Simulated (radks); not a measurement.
Results of a calculation; reference values are marked as such.
Ionisation of the platinum ion Pt+, [Xe] 4f14 5d9, to Pt2+, [Xe] 4f14 5d8, under several functionals. Non-relativistic Kohn-Sham, spin-unpolarised, spherical densities, point nucleus; a radial shooting solver on a logarithmic mesh with Libxc functionals.

functional                                      E(Pt+) (hartree)  Exc (hartree)  IE (eV)  -e(HOMO) (eV)  <r> HOMO (bohr)  IE error (eV)
SOGGA                                                -17329.6389      -329.6277   20.495         14.689            1.614         +1.935
MS2 meta-GGA                                         -17333.4857      -333.5226   20.581         14.766            1.610         +2.021
Wu-Cohen GGA                                         -17333.5876      -333.6090   20.606         14.799            1.614         +2.046
PBE                                                  -17334.5296      -334.5576   20.583         14.778            1.616         +2.023
BP86                                                 -17336.4703      -336.5120   20.696         14.899            1.615         +2.136
AM05                                                 -17326.4659      -326.4350   20.587         14.776            1.613         +2.027
LDA (Slater exchange, Perdew-Wang correlation)       -17326.2672      -326.2194   20.862         15.058            1.617         +2.302
TASK exchange with Perdew-Wang LDA correlation       -17332.8129      -332.9810   20.623         14.731            1.577         +2.063
exchange-only B88                                    -17331.1569      -331.1316   19.487         13.748            1.629         +0.927
exchange-only r2SCAN                                 -17330.3216      -330.3764   19.589         13.798            1.611         +1.029

NIST Atomic Spectra Database: 18.6 eV (measured). Closest: exchange-only B88. The Delta-SCF values span 1.38 eV, the total energies 10.20 hartree. The highest occupied level is 5d. Relativity is left out here, which matters for elements this heavy. Spin polarisation and multiplet splitting are left out, so open shells lie too high by an amount that depends on their filling.

Beside tabulated values, note that spin-unpolarised runs miss the spin-polarisation part of the exchange energy of open shells.
